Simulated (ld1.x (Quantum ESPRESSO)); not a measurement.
# zirconium (Zr): excitation energies, all-electron against RRKJ

```json
{
 "Element": "zirconium",
 "Generator": "ld1.x (Quantum ESPRESSO) 7.5",
 "Type": "norm-conserving RRKJ (Kleinman–Bylander form)",
 "Functional": "PBEsol",
 "Relativity": "scalar-relativistic",
 "Frozen core": "[Kr]",
 "Valence charge": "4",
 "Reference configuration": "4d2 5s1 5p1",
 "Partial waves": "5p (bound): rc 2.95 bohr; 4d (bound): rc 1.95 bohr; 5s (bound): rc 2.20 bohr",
 "Local potential": "the s channel",
 "Core correction": "Bessel-smoothed model core, default radius (core density twice the valence density)",
 "rho0": "0.02"
}
```

Energies are relative to the spin-unpolarised reference configuration 4d2 5s1 5p1; without spin polarisation the order of configurations can differ from experiment.

| valence configuration | charge | ΔE all-electron (eV) | error AE − PS (meV) |
| --- | --- | --- | --- |
| 4d2 5s2 5p0 | 0 | -3.074 | -0.7 |
| 4d2 5s0 5p0 | +2 | 17.006 | -23 |
| 4d1 5s2 5p0 | +1 | 4.608 | +32 |
| 4d2 5s1.5 5p0 | +0.5 | -0.178 | -3.5 |
| 4d1 5s2 5p1 | 0 | -0.051 | -33 |

Task: What are ΔE and the potential's error for 4d2 5s0 5p1?

Result: ΔE = 7.843 eV all-electron; the error (AE − PS) is -4.7 meV.

Task: What are ΔE and the potential's error for 4d2 5s1 5p0?

Result: ΔE = 4.097 eV all-electron; the error (AE − PS) is -3.6 meV.

A Bessel basis up to 400 Ry misses an occupied level by 0.04 Ry, so cutoffs and ghosts were not judged.
